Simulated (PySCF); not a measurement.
## SbP: one state, many levels of theory

State: ¹Σ⁺ (singlet), closed shell. Set-up: basis Sb x2c-TZVPPall, P x2c-TZVPPall; spin-free X2C with a Gaussian nucleus; PySCF 2.14. De refers to Sb + P in their high-spin ground configurations, without counterpoise correction. A positive dipole means Sb(−)P(+).

```json
{"Level": "RHF", "Re (Å)": "2.152", "ωe (cm⁻¹)": "603", "De (eV)": "0.216", "μ (D)": "-1.65", "CPU s a point (SCF and correlation, without the integrals)": "1"}
{"Level": "RHF-MP2", "Re (Å)": "2.231", "ωe (cm⁻¹)": "464", "De (eV)": "3.46", "μ (D)": "n/a", "CPU s a point (SCF and correlation, without the integrals)": "1.7"}
{"Level": "RHF-SCS-MP2", "Re (Å)": "2.228", "ωe (cm⁻¹)": "472", "De (eV)": "3.46", "μ (D)": "n/a", "CPU s a point (SCF and correlation, without the integrals)": "n/a"}
{"Level": "RHF-CCSD", "Re (Å)": "2.194", "ωe (cm⁻¹)": "534", "De (eV)": "2.84", "μ (D)": "n/a", "CPU s a point (SCF and correlation, without the integrals)": "n/a"}
{"Level": "RHF-CCSD(T)", "Re (Å)": "2.217", "ωe (cm⁻¹)": "502", "De (eV)": "3.30", "μ (D)": "n/a", "CPU s a point (SCF and correlation, without the integrals)": "24"}
{"Level": "PBE", "Re (Å)": "2.214", "ωe (cm⁻¹)": "510", "De (eV)": "3.98", "μ (D)": "-1.48", "CPU s a point (SCF and correlation, without the integrals)": "3"}
{"Level": "PW91", "Re (Å)": "2.213", "ωe (cm⁻¹)": "510", "De (eV)": "4.01", "μ (D)": "-1.46", "CPU s a point (SCF and correlation, without the integrals)": "2.2"}
{"Level": "r²SCAN", "Re (Å)": "2.196", "ωe (cm⁻¹)": "531", "De (eV)": "3.52", "μ (D)": "-1.46", "CPU s a point (SCF and correlation, without the integrals)": "4.9"}
{"Level": "PBE0", "Re (Å)": "2.183", "ωe (cm⁻¹)": "547", "De (eV)": "3.45", "μ (D)": "-1.53", "CPU s a point (SCF and correlation, without the integrals)": "6.8"}
{"Level": "r²SCAN0", "Re (Å)": "2.175", "ωe (cm⁻¹)": "558", "De (eV)": "3.12", "μ (D)": "-1.49", "CPU s a point (SCF and correlation, without the integrals)": "4.9"}
{"Level": "MN15", "Re (Å)": "2.160", "ωe (cm⁻¹)": "562", "De (eV)": "3.43", "μ (D)": "-1.45", "CPU s a point (SCF and correlation, without the integrals)": "4.8"}
{"Level": "M06-2X", "Re (Å)": "2.171", "ωe (cm⁻¹)": "563", "De (eV)": "2.85", "μ (D)": "-1.51", "CPU s a point (SCF and correlation, without the integrals)": "4.7"}
{"Level": "LC-ωPBE", "Re (Å)": "2.139", "ωe (cm⁻¹)": "603", "De (eV)": "2.82", "μ (D)": "-1.62", "CPU s a point (SCF and correlation, without the integrals)": "6.4"}
```

Question: Which functional lies closest to RHF-CCSD(T) in De, which farthest, and by how much do they differ from it?

Answer: Closest is MN15 (-5.7 pm in Re, +12.0 % in ωe, +0.13 eV in De against RHF-CCSD(T) in the same basis), farthest PW91 (-0.4 pm in Re, +1.6 % in ωe, +0.71 eV in De). CCSD(T) converges more slowly with the basis than the functionals do and binds too weakly in this one, so the order can change at the basis-set limit.

Question: What does a quarter of exact exchange do here, going from r²SCAN to r²SCAN0?

Answer: r²SCAN0 less r²SCAN: -2.1 pm in Re, +5.1 % in ωe, -0.40 eV in De. Exact exchange removes part of the self-interaction that spreads semilocal densities, and in most molecules shortens and stiffens the bond and lowers De; so it does here.

Question: What does second-order correlation do here, going from RHF to RHF-MP2?

Answer: RHF-MP2 less RHF: +7.9 pm in Re, -23.1 % in ωe, +3.24 eV in De. Correlation nearly always deepens the well. The bond lengthens, as in strong covalent bonds, where excitations into antibonding orbitals dominate.

Correlated steps freeze 23 core orbitals. Spin–orbit coupling is left out, which matters for elements this heavy, above all for dissociation energies. Where the molecule has an RHF reference, its open-shell atoms are computed with UHF.

The whole job (state search and all levels along the bond) took about 9 min on 2 threads of Arm Neoverse V1 (shared host), peak memory 3 GiB.
